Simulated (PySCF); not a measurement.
CH$_{5}$GaO (SMILES [CH3][GaH][OH]), singlet, at a GFN2-xTB geometry (such geometries of metal compounds can be far from the true shape), with bond 6-3 at 2.4 times its length.

The PySCF input:
```python
from pyscf import gto, scf, mcscf
import numpy

mol = gto.M(
    atom='''
Ga   -0.29015306   -0.17784590   -0.10974113
H    -1.55389704   -0.97314859   -0.57907119
C     0.31064779    1.70772616   -0.51570135
H     1.29737702    1.66668288   -0.98065854
H     0.40623268    2.25324780    0.42492289
H    -1.32766829    2.99842886   -2.09302513
O     0.79128380   -1.01501636    0.92525487
H     1.02285904   -1.80530429    1.40187055
''',
    basis='6-31g',
    verbose=4,
)

mf = scf.RHF(mol)
mf.kernel()
mc = mcscf.CASSCF(mf, 6, 4)
mc.fix_spin_(ss=0.0)
mc.kernel()
occ = numpy.linalg.eigvalsh(mc.fcisolver.make_rdm1(mc.ci, mc.ncas, mc.nelecas))[::-1]
ss = mc.fcisolver.spin_square(mc.ci, mc.ncas, mc.nelecas)[0]
print('natural occupations', occ.round(4), ' <S^2>', round(ss, 4))
```

**Question.** Predict the SCF-reference dipole moment from CASSCF(4,6)/6-31G (PySCF).

**Answer.** 3.01 D

**Question.** Estimate the SCF-reference Mulliken (on the basis functions themselves) charges in atom order that CASSCF(4,6)/6-31G returns for this input.

**Answer.** Ga1 1.05, H2 -0.17, C3 -0.54, H4 0.19, H5 0.19, H6 -0.14, O7 -1.04, H8 0.45

**Question.** What is the computed number of basis functions (CASSCF(4,6)/6-31G)?

**Answer.** 55

**Question.** Predict the total energy from CASSCF(4,6)/6-31G.

**Answer.** -2038.4329 Eh

**Question.** What is the computed SCF-reference HOMO-LUMO gap (CASSCF(4,6)/6-31G)?

**Answer.** 8.34 eV

**Question.** What is the computed nuclear repulsion energy (CASSCF(4,6)/6-31G)?

**Answer.** 186.7365 Eh
